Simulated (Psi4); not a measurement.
H8Ge3, charge +1, doublet, geometry from GFN2-xTB (a state made from the parent by changing its charge; the spin is typed, not shown lowest); PBE0/STO-3G in Psi4.

Input for Psi4:
```
memory 2 GB

molecule mol {
1 2
Ge    1.785287    0.890571   -0.009609
Ge    0.205232   -1.065078   -0.098941
Ge   -1.986377    0.153011    0.106553
H     3.141429    0.250813   -0.127214
H     1.459561    1.790255   -1.168404
H     1.576405    1.582741    1.307814
H     0.438536   -2.083963    1.006909
H     0.326116   -1.884307   -1.375543
H    -2.092507    1.095638   -1.059005
H    -1.975663    0.888124    1.417213
H    -3.006428   -0.951417    0.062132
}

set {
  basis sto-3g
  reference uks
}

energy('pbe0')
print_variables()
```

It wrote (shortened):

```
   => Loading Basis Set <=

    Name: STO-3G
    Role: ORBITAL
    Keyword: BASIS

         ---------------------------------------------------------
                                   SCF
               by Justin Turney, Rob Parrish, Andy Simmonett
                          and Daniel G. A. Smith
                              UKS Reference
         ---------------------------------------------------------

  ==> Geometry <==

    Molecular point group: c1
    Full point group: C1

    Geometry (in Angstrom), charge = 1, multiplicity = 2:

       Center              X                  Y                   Z               Mass
    ------------   -----------------  -----------------  -----------------  -----------------
         GE           1.784536026646     0.894468480712    -0.009246906467    73.921177761000
         GE           0.204481026646    -1.061180519288    -0.098578906467    73.921177761000
         GE          -1.987127973354     0.156908480712     0.106915093533    73.921177761000
         H            3.140678026646     0.254710480712    -0.126851906467     1.007825032230
         H            1.458810026646     1.794152480712    -1.168041906467     1.007825032230
         H            1.575654026646     1.586638480712     1.308176093533     1.007825032230
         H            0.437785026646    -2.080065519288     1.007271093533     1.007825032230
         H            0.325365026646    -1.880409519288    -1.375180906467     1.007825032230
         H           -2.093257973354     1.099535480712    -1.058642906467     1.007825032230
         H           -1.976413973354     0.892021480712     1.417575093533     1.007825032230
         H           -3.007178973354    -0.947519519288     0.062494093533     1.007825032230

  Running in c1 symmetry.

  Rotational constants: A =      0.10874  B =      0.02864  C =      0.02324 [cm^-1]
  Rotational constants: A =   3259.99223  B =    858.73427  C =    696.79214 [MHz]
  Nuclear repulsion =  739.959170743881145

  Charge       = 1
  Multiplicity = 2
  Electrons    = 103
  Nalpha       = 52
  Nbeta        = 51

  ==> Algorithm <==

  SCF Algorithm Type is DF.
  DIIS enabled.
  MOM disabled.
  Fractional occupation disabled.
  Guess Type is SAD.
  Energy threshold   = 1.00e-06
  Density threshold  = 1.00e-06
  Integral threshold = 1.00e-12

  ==> Primary Basis <==

  Basis Set: STO-3G
    Blend: STO-3G
    Number of shells: 32
    Number of basis functions: 62
    Number of Cartesian functions: 65
[...]
      Ntotal   =  103.0000892514 ; deviation = 8.925e-05

   @Spin Contamination Metric:   2.855171704E-03
   @S^2 Expected:                7.500000000E-01
   @S^2 Observed:                7.528551717E-01
   @S   Expected:                5.000000000E-01
   @S   Observed:                5.000000000E-01

    Orbital Energies [Eh]
    ---------------------

    Alpha Occupied:

[...]
      52A     -0.435652

    Alpha Virtual:

[...]
      62A      0.194697

    Beta Occupied:

[...]
    Beta Virtual:

[...]
    Final Occupation by Irrep:
              A
    DOCC [    51 ]
    SOCC [     1 ]
    NA   [    52 ]
    NB   [    51 ]

  @DF-UKS Final Energy: -6163.12730395433482

   => Energetics <=

    Nuclear Repulsion Energy =            739.9591707438811454
    One-Electron Energy =              -10093.0585744188138051
    Two-Electron Energy =                3371.6491063158455290
    DFT Exchange-Correlation Energy =    -181.6770065952467235
    Empirical Dispersion Energy =           0.0000000000000000
    VV10 Nonlocal Energy =                  0.0000000000000000
    Total Energy =                      -6163.1273039543339110

  UHF NO Occupations:
  HONO-2 :   50  A 1.9994925
  HONO-1 :   51  A 1.9993461
  HONO-0 :   52  A 1.0000000
  LUNO+0 :   53  A 0.0006539
  LUNO+1 :   54  A 0.0005075
  LUNO+2 :   55  A 0.0000988
  LUNO+3 :   56  A 0.0000633

Computation Completed

Properties will be evaluated at   0.000000,   0.000000,   0.000000 [a0]

Properties computed using the SCF density matrix

 Multipole Moments:

 ------------------------------------------------------------------------------------
     Multipole            Electronic (a.u.)      Nuclear  (a.u.)        Total (a.u.)
 ------------------------------------------------------------------------------------

 L = 1.  Multiply by 2.5417464519 to convert [e a0] to [Debye]
 Dipole X            :          0.1549663           -0.1476032            0.0073632
 Dipole Y            :         -0.8059233            0.7660005           -0.0399228
 Dipole Z            :         -0.0748522            0.0711590           -0.0036932
 Magnitude           :                                                    0.0407638

 ------------------------------------------------------------------------------------

  Variable Map:
  ----------------------------------------------------------------------------
[...]
  Array Variable Map:
  ----------------------------------------------------------------------------
[...]
[...]
```
